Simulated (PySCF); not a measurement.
ZnI, SMILES [Zn+][I], charge +1.

Geometry: r2SCAN-D4/def2-TZVP. The spin state was assumed, not searched. The def2 effective core potentials stand for the cores of I; spin–orbit coupling is left out.

These are C-PCM-ωB97X/def2-TZVPD in PySCF values and carry that method's errors.

The values are the electrostatic part of the solvation free energy, E(continuum) − E(gas) at the gas-phase geometry, in a cavity of scaled van der Waals radii (PySCF's table); cavitation and dispersion terms are not included. A continuum can't describe solvent molecules that bind to the metal. In vacuum the orbital gap is 7.17 eV.

Computed values in water (ε = 78.36), methanol (ε = 32.61), acetonitrile (ε = 35.69):
| solvent | ε | ΔG(elec) (kcal/mol) | gap (eV) |
|---|---|---|---|
| water | 78.36 | -113.0 | 9.53 |
| methanol | 32.61 | -110.5 | 9.47 |
| acetonitrile | 35.69 | -110.9 | 9.48 |
